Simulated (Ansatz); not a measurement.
Born–Oppenheimer molecular dynamics of C$_{3}$H$_{10}$FNSi (16 atoms, charge 0, multiplicity 1). It starts from a relaxed structure.

All numbers below come from UKS PBE-D4/STO-3G (Ansatz).

```yaml
ensemble: NVT, Nosé–Hoover chain
time_step: 0.5 fs
steps_asked: 150
set_temperature: 500 K
thermostat: time constant 50 fs, chain length 3
temperature_schedule: 37 steps to 500 K, then 113 steps to 1000 K
seed: 370679
```

First frame:

```xyz
16
Properties=species:S:1:pos:R:3
C 0.862 -1.690 0.232
C 0.341 -0.221 0.220
Si 1.229 0.809 -1.114
N -1.176 -0.252 -0.063
C -1.805 1.022 0.503
F -1.482 1.279 1.857
H 0.672 -2.183 -0.740
H 1.950 -1.717 0.432
H 0.354 -2.279 1.021
H 0.532 0.223 1.228
H 1.043 0.198 -2.420
H 2.651 0.849 -0.806
H 0.724 2.172 -1.144
H -1.539 -1.015 0.601
H -1.460 1.878 -0.144
H -2.919 0.905 0.380
```

Task: How far do the bonds stretch over the last three quarters of this one trajectory? (Pairs bonded in most of those frames.)

Result: 
```
   bond  mean (Å)  spread (Å)  shortest  longest
  C1–C2     1.578       0.019      1.54     1.61
  C1–H7     1.116       0.046      1.04     1.19
  C1–H8     1.107       0.029      1.06     1.15
  C1–H9     1.109       0.032      1.06     1.16
 C2–Si3     1.917       0.028      1.88     1.96
  C2–N4     1.545       0.034      1.49     1.60
 C2–H10     1.119       0.023      1.08     1.16
Si3–H11     1.457       0.009      1.44     1.47
Si3–H12     1.457       0.015      1.43     1.48
Si3–H13     1.457       0.016      1.43     1.48
  N4–C5     1.524       0.033      1.48     1.59
 N4–H14     1.073       0.020      1.03     1.11
  C5–F6     1.418       0.009      1.41     1.44
 C5–H15     1.129       0.030      1.09     1.18
 C5–H16     1.129       0.017      1.10     1.16
```

Mean temperature of the second half: 282 K. The conserved energy stayed within 0.43 meV per atom of its start (net change 0.29 meV per atom), so the integration is sound. The schedule's set-point averaged 834 K over the second half and the system 282 K, so it lags behind the ramp. A run of 0.075 ps of so small a system gives no equilibrium averages. Limits of this set-up: minimal basis.

The run took 7.4 min on 1 thread of Intel(R) Xeon(R) 6975P-C (Granite Rapids), on a shared host, peak memory 0.17 GiB.
